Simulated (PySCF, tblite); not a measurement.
Isomers of C2H14N2Si3, one GFN2-xTB conformer each. Single-point energies are computed at PBE0/pcSseg-1 (PySCF, gas phase, no added dispersion term), electronic only.

Question: Rank them by PBE0/pcSseg-1 energy, lowest first (kJ/mol).
A. `[CH3:1][NH:2][Si@@H:3]([CH2:4][SiH3:5])[SiH2:6][NH2:7]` with C1–N2–Si3–C4 -75°, N2–Si3–C4–Si5 -169°, N2–Si3–Si6–N7 168°, Si3–Si6–N7–H 177° and -45°
B. `[CH3:1][N:2]([SiH3:3])[CH2:4][SiH2:5][NH:6][SiH3:7]` with C1–N2–C4–Si5 -67°, N2–C4–Si5–N6 -56°, C4–Si5–N6–Si7 171°
C. `[CH3:1][NH:2][Si@H:3]([NH2:4])[CH2:5][SiH2:6][SiH3:7]` with C1–N2–Si3–N4 -55°, N2–Si3–N4–H -62° and 75°, N2–Si3–C5–Si6 177°, Si3–C5–Si6–Si7 -61°

Answer: C (0.0), A (44.1), B (75.4).

As drawn, the lowest has an Si–Si bond, which the highest lacks. GFN2-xTB itself gives, in the same order: 161.5, 158.1, 0.0. GFN2-xTB puts CN([SiH3])C[SiH2]N[SiH3] lowest instead; measured from each level's own lowest isomer, the values differ by up to 161.5 kJ/mol (CN[Si@H](N)C[SiH2][SiH3]: 161.5 against 0.0).

Q: Which frontier levels, dipoles and rotational constants go with these structures?

A: 
```json
{"SMILES": "CN[Si@H](N)C[SiH2][SiH3]", "HOMO (eV, PBE0/pcSseg-1)": "-6.67", "LUMO (eV)": "0.27", "dipole (D)": "2.71", "A, B, C (MHz)": "2860, 670.6, 574.6"}
{"SMILES": "CN[Si@@H](C[SiH3])[SiH2]N", "HOMO (eV, PBE0/pcSseg-1)": "-6.49", "LUMO (eV)": "-0.35", "dipole (D)": "0.78", "A, B, C (MHz)": "1457, 994.6, 649.8"}
{"SMILES": "CN([SiH3])C[SiH2]N[SiH3]", "HOMO (eV, PBE0/pcSseg-1)": "-6.19", "LUMO (eV)": "0.13", "dipole (D)": "0.66", "A, B, C (MHz)": "2084, 760.0, 644.1"}
```

Q: What happens when harmonic zero-point energies from GFN2-xTB frequencies are added?

A: 
```csv
SMILES,ZPE (kJ/mol),electronic (kJ/mol),with ZPE (kJ/mol)
CN[Si@H](N)C[SiH2][SiH3],405.6,0.0,0.0
CN[Si@@H](C[SiH3])[SiH2]N,404.6,44.1,43.1
CN([SiH3])C[SiH2]N[SiH3],395.4,75.4,65.3
```

The zero-point energies span 10.2 kJ/mol. The order is unchanged.

Q: As an exercise, what shares would exp(−E/RT) give at 1000 K from these electronic energies alone (no entropy, no degeneracies)?

A: RT = 8.314 kJ/mol: CN[Si@H](N)C[SiH2][SiH3] 99.5 %, CN[Si@@H](C[SiH3])[SiH2]N 0.5 %, CN([SiH3])C[SiH2]N[SiH3] under 0.1 %.
